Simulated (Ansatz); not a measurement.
Species: F₄Ge, SMILES `[F][Ge]([F])([F])[F]` (charge 0, multiplicity 1).

### Question
Give a relaxed geometry from B3LYP-D3(BJ)/def2-TZVP in Ansatz (a first-principles code).

### Answer
the end point of this relaxation (outside a Z-matrix the atoms follow the SMILES, hydrogens last).
Bonds (Å): F1–Ge2 1.702, Ge2–F3 1.702, Ge2–F4 1.702, Ge2–F5 1.702. Angles (°): F1–Ge2–F3 109.5, F1–Ge2–F4 109.5, F1–Ge2–F5 109.5, F3–Ge2–F4 109.5, F3–Ge2–F5 109.5, F4–Ge2–F5 109.5.
